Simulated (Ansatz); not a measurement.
C2H3F3GaN, SMILES `CC#[N+][Ga-]([F])([F])[F]` at its PBE0-D4/def2-TZVP geometry, where that method's forces vanish. Total charge 0; spin multiplicity 1.

```xyz
10

C     0.7331   -0.4449   -2.0686
C     0.2589   -0.1571   -0.7395
N    -0.1165    0.0705    0.3141
Ga   -0.7824    0.4748    2.2089
F    -0.7695    2.2251    2.1801
F     0.4661   -0.3097    3.1526
F    -2.3487   -0.3057    2.1652
H    -0.1133   -0.6912   -2.7116
H     1.2507    0.4290   -2.4674
H     1.4216   -1.2908   -2.0337
```

**Question.** What forces (eV/Å) does r2SCAN-D4/def2-TZVPP give on these atoms in Ansatz 0.2.0? (Best estimate.)

**Answer.** The calculation gave: 
```
C1  -0.014  0.009  0.038
C2   0.212 -0.129 -0.591
N3  -0.214  0.130  0.602
Ga4  0.016 -0.010 -0.048
F5   0.000  0.010  0.000
F6   0.007 -0.005  0.006
F7  -0.010 -0.005  0.000
H8   0.023  0.003  0.005
H9  -0.009 -0.022 -0.001
H10 -0.012  0.018 -0.011
```
